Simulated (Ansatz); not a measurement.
A structure relaxed at PBE-D4/def2-SVP in Ansatz, charge 1, singlet:

```xyz
7

P    -0.449   -0.698    1.801
P     1.630    0.792   -0.610
P    -0.540   -1.910   -0.010
P    -0.249    0.772   -1.811
P     1.426   -1.089    0.653
P    -0.160    1.975    0.006
P    -1.658    0.159   -0.030
```

Give its formula and point group.

the cluster P7⁺. Point group C2v (tolerance 0.1 Å).

Summarise the bond lengths by kind (pairs closer than 1.2 times the sum of covalent radii, bridged metal pairs left out).

11 × P–P 2.18 to 2.36 Å.

The structure comes from a short search, and lower isomers may exist.
